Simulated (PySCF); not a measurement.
## From computed data to an observable: chemical shift, span and skew from a shielding tensor

Be(Et)(SeH) (C2H6BeSe), SMILES [SeH][Be][CH2]C. Atoms are numbered in the order given.

```xyz
10

Be    -0.0382    -0.5494    -0.3790
C     -0.6318    -1.7324    -1.4261
C     -2.0618    -1.5373    -1.9734
H     -0.5653    -2.7153    -0.9147
H      0.0764    -1.8236    -2.2763
H     -2.1551    -0.5954    -2.5389
H     -2.8060    -1.4997    -1.1605
H     -2.3613    -2.3552    -2.6509
Se     0.7077     0.8987     0.8656
H      0.0652     0.2488     2.0246
```
Charge 0, spin multiplicity 1.

Geometry: TPSSh-D3(BJ)/def2-SVP. The structure was generated by enumeration; whether it is a known compound was not checked. One conformer was computed; it need not be the lowest.

GIAO shieldings from PBE/pcSseg-1 (PySCF), non-relativistic, no solvent. The symmetric part of the tensor of Se9 has the principal values 1995.9, 2122.0, 2345.0 ppm. The same nucleus in Me2Se has σ = 1634.8 ppm at this level (PySCF, at its B3LYP-D3(BJ)/def2-TZVP geometry).

Work out the isotropic shielding, the ⁷⁷Se shift against Me2Se, the span and the skew.


σ(iso) = (σ11 + σ22 + σ33)/3 = 2154.3 ppm. δ = σ(ref) − σ(iso) = 1634.8 − (2154.3) = -519.5 ppm.
Span Ω = σ33 − σ11 = 349.1 ppm. Skew κ = 3(σ(iso) − σ22)/Ω = 0.28. Tumbling in solution averages the tensor to δ; in a static solid the shielding alone would spread this spin-1/2 line over Ω.
